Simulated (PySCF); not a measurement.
Structure problem from calculated spectra and properties.

Formula: C6H4O3.

* Dipole: 5.95 D [PBE0/def2-SVPD]
* 13C NMR: chemical shifts (computed TMS as zero) by class: 156.8 (1 C), 142.3 (1 C), 135.2 (1 C), 109.7 (1 C), 70.6 (1 C), 5.7 (1 C) ppm [GIAO PBE0/pcSseg-1]
* Rotational structure: rotational constants A, B, C: 6.336, 0.785, 0.702 GHz [GFN2-xTB]
* 1H NMR: chemical shifts (computed TMS as zero) by class: 7.16 (1 H), 2.35 (3 H) ppm [GIAO PBE0/pcSseg-1]
* NMR, other nuclei: isotropic shieldings of nuclei other than C and H, by class: 38 (1 O), 99 (1 O), 101 (1 O) ppm [GIAO PBE0/pcSseg-1]
* UV, first state: lowest singlet excitation: 5.32 eV (233 nm, f = 0.340) [TDDFT PBE0/def2-SVPD]

The electronic properties come from PySCF, for the isolated species, density fitting. Levels stand in brackets. NMR shifts are as computed; neighbouring signals can stand in another order in a measured spectrum. Geometry: GFN2-xTB; no solvent, vibrations or thermal averaging. Each NMR value is the plain mean over a class of atoms that symmetry, rotation or inversion makes alike.

Problem. Propose a structure and show how it fits.

Solution. Numbering: `[CH3:1][C:2]#[C:3][c:4]1[cH:5][o:6][c:7](=[O:8])[o:9]1`. Its formula, C6H4O3, gives 5 degrees of unsaturation: 1 ring and 4 π bonds in the structure found (Kekulé form). 6 carbons fall into 6 classes; from least to most shielded: ring carbonyl carbon [C7] (156.8 ppm), unsaturated ring CH carbon [C5] (142.3 ppm), unsaturated ring carbon [C4] (135.2 ppm), alkyne carbon [C2] (109.7 ppm), alkyne carbon [C3] (70.6 ppm), propargylic carbon [C1] (5.7 ppm). Hydrogen classes from least to most shielded: 1 H on an unsaturated ring CH carbon, C5 (7.16 ppm), 3 H on a propargylic carbon, C1 (2.35 ppm). The other shieldings belong to: 38 ppm, carbonyl oxygen [O8]; 99 ppm, ring oxygen [O6]; 101 ppm, ring oxygen [O9]. S1 is mainly HOMO→LUMO (weight 0.90); the largest Löwdin shares of the orbital it empties are 0.22 on the unsaturated ring CH carbon, 0.17 on the unsaturated ring carbon, 0.16 on an alkyne carbon and 0.12 on an alkyne carbon, of the orbital it fills 0.27 on the unsaturated ring CH carbon, 0.20 on the unsaturated ring carbon, 0.16 on an alkyne carbon and 0.12 on an alkyne carbon. By its constants the optimised geometry is an asymmetric top. Structure: `CC#Cc1coc(=O)o1`. Computed isomers that give other values at the same levels: `O=Cc1cc(=O)cco1` (13C chemical shifts (computed TMS as zero) by class: 192.2 (1 C), 177.8 (1 C), 161.7 (1 C), 159.6 (1 C), 129.2 (1 C), 126.3 (1 C) ppm); `C#CC(=O)C(=C)C(=O)O` (13C chemical shifts (computed TMS as zero) by class: 178.0 (1 C), 170.4 (1 C), 148.5 (1 C), 148.1 (1 C), 93.3 (1 C), 85.8 (1 C) ppm). The assignments are read from this structure; whether some other isomer fits the data as well wasn't checked.
